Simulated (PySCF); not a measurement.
## C7H11O: g tensor and hyperfine couplings

Species: C7H11O (doublet state).
Atom-mapped SMILES: `[CH2:1]/[CH:2]=[CH:3]/[C:4](=[O:5])[CH2:6][CH2:7][CH3:8]` (hydrogens: H9, H10 on C1; H11 on C2; H12 on C3; H13, H14 on C6; H15, H16 on C7; H17, H18, H19 on C8)

Geometry (GFN2-xTB, Å), atoms numbered from 1 in this order:
```
atom  x, y, z in Å
C1     3.4543   -0.4644   -2.0936
C2     2.6983   -0.4714   -0.9653
C3     1.3412   -0.1546   -0.9250
C4     0.5986   -0.1827    0.3177
O5     1.1106   -0.4816    1.3859
C6    -0.8681    0.1878    0.1912
C7    -1.5970    0.1386    1.5294
C8    -3.0660    0.5119    1.3873
H9     4.4992   -0.7168   -2.0725
H10    3.0311   -0.2049   -3.0497
H11    3.1480   -0.7357   -0.0163
H12    0.8227    0.1189   -1.8325
H13   -0.9320    1.1917   -0.2387
H14   -1.3348   -0.4994   -0.5206
H15   -1.5072   -0.8670    1.9442
H16   -1.1045    0.8210    2.2245
H17   -3.5626    0.4724    2.3537
H18   -3.1688    1.5201    0.9906
H19   -3.5730   -0.1747    0.7119
```

The hyperfine couplings belong to this conformer and change with its torsions.

Computed, not measured: PySCF, UKS B3LYP, pcH-1 on C H O, non-relativistic, mean-field spin-orbit, GIAO. Isolated species at its GFN2-xTB geometry (one conformer only). A GFN2-xTB geometry isn't a minimum of the functional, and hyperfine couplings can be far from their values at a DFT geometry. No stability test was run, so a lower SCF solution isn't excluded. ⟨S²⟩ is 0.777 where a pure state has 0.75.

```json
{
  "g1, g2, g3": "2.00213, 2.00362, 2.00570",
  "g_iso": "2.00382",
  "Form of g": "rhombic: the two nearest values differ by 42 % of g3 − g1",
  "⟨S²⟩": "0.7775 (exact 0.7500)",
  "HOMO–LUMO gap, α and β orbitals": "5.48, 3.47 eV",
  "Total energy": "-348.57542 Eh"
}
```

Hyperfine couplings atom by atom, in MHz; T1 to T3 are the principal values of the dipolar part:

| atom | isotope | a_iso | T1 | T2 | T3 | Mulliken spin population |
| --- | --- | --- | --- | --- | --- | --- |
| C1 | 13C | 45.4 | -43.3 | -41.9 | 85.2 | 0.57 |
| C2 | 13C | -41.8 | -26.0 | 10.2 | 15.7 | -0.23 |
| C3 | 13C | 49.7 | -47.6 | -46.2 | 93.7 | 0.61 |
| C4 | 13C | -27.3 | -7.8 | 1.7 | 6.1 | -0.07 |
| O5 | 17O | -13.0 | -58.9 | 29.3 | 29.6 | 0.19 |
| C6 | 13C | -1.4 | -1.0 | 0.4 | 0.6 | 0.00 |
| C7 | 13C | -0.6 | -0.3 | -0.1 | 0.4 | 0.00 |
| C8 | 13C | 0.0 | -0.1 | -0.1 | 0.2 | 0.00 |
| H9 | 1H | -35.4 | -20.9 | -0.8 | 21.7 | -0.03 |
| H10 | 1H | -33.5 | -17.8 | -1.9 | 19.8 | -0.02 |
| H11 | 1H | 11.0 | -5.1 | -2.2 | 7.3 | 0.01 |
| H12 | 1H | -36.8 | -20.0 | -2.1 | 22.1 | -0.02 |
| H13 | 1H | 5.0 | -2.4 | -1.3 | 3.7 | 0.00 |
| H14 | 1H | 5.0 | -2.4 | -1.3 | 3.7 | 0.00 |
| H15 | 1H | 1.8 | -1.1 | -0.8 | 1.9 | 0.00 |
| H16 | 1H | 1.8 | -1.1 | -0.8 | 1.9 | 0.00 |
| H17 | 1H | -0.1 | -0.3 | -0.3 | 0.6 | 0.00 |
| H18 | 1H | -0.1 | -0.4 | -0.4 | 0.8 | 0.00 |
| H19 | 1H | -0.1 | -0.4 | -0.4 | 0.8 | 0.00 |

The Mulliken spin populations are largest on C3 (+0.61), C1 (+0.57), C2 (-0.23) and O5 (+0.19). Three atoms exceed +0.15. The positive populations add up to 1.38 and the negative ones to -0.38, together 2S = 1. The angles at C3 add up to 360.0°, so it is planar.

The SMILES `[CH2]/C=C/C(=O)CCC` draws the unpaired electron on C1, whose computed spin population is only +0.57.

Axes: g2 points within 12° of the C2–C3 bond and g3 points within 13° of the C1–H10 bond.

Under fast tumbling the dipolar parts average out, and these isotropic splittings remain: 1 × 1H (H12, I = 1/2, 2 lines) with 1.31 mT, 1 × 1H (H9, I = 1/2, 2 lines) with 1.26 mT, 1 × 1H (H10, I = 1/2, 2 lines) with 1.20 mT, 1 × 1H (H11, I = 1/2, 2 lines) with 0.39 mT, 2 × 1H (H13/H14, I = 1/2, 3 lines) with 0.18 mT and 2 × 1H (H15/H16, I = 1/2, 3 lines) with 0.06 mT.

H9 and H10 aren't averaged: C1 is flat or nearly so (angle sum 360°), and its turn about the short C1–C2 bond (1.36 Å) is taken as slow.

The 17O coupling of O5 (-13.0 MHz) shows only in satellite lines or after enrichment, since that isotope makes up about 0.038 % of natural oxygen.

The 13C coupling of C3 (49.7 MHz) shows only in satellite lines or after enrichment, since that isotope makes up about 1.07 % of natural carbon.

β density exceeds α density at some nuclei, such as C2 (-0.0372), C4 (-0.0243) and H12 (-0.0082), spin density in bohr⁻³. In a single determinant that takes different orbitals for the two spins, that is spin polarisation.
